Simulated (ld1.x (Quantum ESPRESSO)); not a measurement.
# lead (Pb), ultrasoft: configuration errors across variants

- Element: lead
- Generator: ld1.x (Quantum ESPRESSO) 7.5
- Type: ultrasoft
- Functional: LDA (PZ)
- Relativity: scalar-relativistic
- Frozen core: [Kr] 4d10 4f14
- Valence charge: 22
- Reference configuration: 5s2 5p6 5d10 6s2 6p2
- Partial waves: 5s (bound): rcut 1.10, rcutus 1.15 bohr; 6s (bound): rcut 1.10, rcutus 1.15 bohr; 5p (bound): rcut 1.40, rcutus 1.85 bohr; 6p (bound): rcut 1.40, rcutus 1.85 bohr; 5d (bound): rcut 1.05, rcutus 1.30 bohr; 5d channel at 0.4 Ry: rcut 1.05, rcutus 1.30 bohr
- Local potential: all-electron potential smoothed inside 1.10 bohr (lloc = -2)
- Core correction: none
- Augmentation charge: built from norm-conserving waves at rcut, not smoothed further

All-electron excitation energies from the reference (eV): (1) 5s2 5p6 5d10 6s2 6p1 6.833; (2) 5s2 5p6 5d10 6s2 6p0 20.595; (3) 5s2 5p6 5d10 6s1 6p0 53.472; (4) 5s2 5p5 5d10 6s2 6p2 93.097; (5) 5s2 5p6 5d10 6s1 6p3 8.821; (6) 5s2 5p6 5d10 6s2 6p2.3 -0.859; (7) 5s2 5p6 5d10 6s1 6p2 16.431; (8) 5s2 5p6 5d10 6s2 6p2 spin -0.452; (9) 5s2 5p6 5d10 6s2 6p1 spin 6.687.

Spin tests fill each open shell by Hund’s rule, majority spin first.

2 further variants failed, have other tests or another functional or relativity, and are left out.

The file “base” misses its own reference levels by 4.5 eV. The file “wave 5d channel at 0.4 Ry: rcut 1.05, rcutus 1.30 bohr becomes 5d channel at -0.66 Ry: rcut 1.05, rcutus 1.30 bohr” misses its own reference levels by 4.5 eV. The file “waves 5s (bound): rcut 1.04, rcutus 1.10 bohr; 6s (bound): rcut 1.04, rcutus 1.10 bohr” misses its own reference levels by 4.5 eV.

Errors AE − PS in meV (a dash: test not solved or not reliable):

```csv
change,(1),(2),(3),(4),(5),(6),(7),(8),(9),bound ghosts
base,+626,+2086,+6075,-4822,+1419,-59,+2099,-17,+624,not determined
"wave 5d channel at 0.4 Ry: rcut 1.05, rcutus 1.30 bohr becomes 5d channel at -0.66 Ry: rcut 1.05, rcutus 1.30 bohr",+626,+2086,+6075,-4820,+1419,-59,+2099,-17,+624,not determined
"augmentation PSQ, inside the norm-conserving radii",-3.3,-15,-31,-106,-1.5,+0.3,-2.9,+5.5,-1.1,none
"waves 5s (bound): rcut 1.04, rcutus 1.10 bohr; 6s (bound): rcut 1.04, rcutus 1.10 bohr",+650,+2142,+5915,-4751,+1246,-64,+1931,-16,+648,not determined
"type PAW; local potential all-electron potential smoothed inside 1.55 bohr (lloc = -1); core correction a·sin(br)/r model core, default radius (ld1.x builds one for every PAW set, though the input has nlcc=.false.); augmentation PSQ, inside the norm-conserving radii",-2.7,-9.1,-21,-117,-0.9,+0.3,-3.1,+0.6,-2.5,none
```

(1) Give the same row for: core correction a·sin(br)/r model core inside 1.06 bohr.

Answers

(1) +625, +2082, +6043, -4828, +1397, -59, +2077, -18, +623; bound ghosts: not determined.
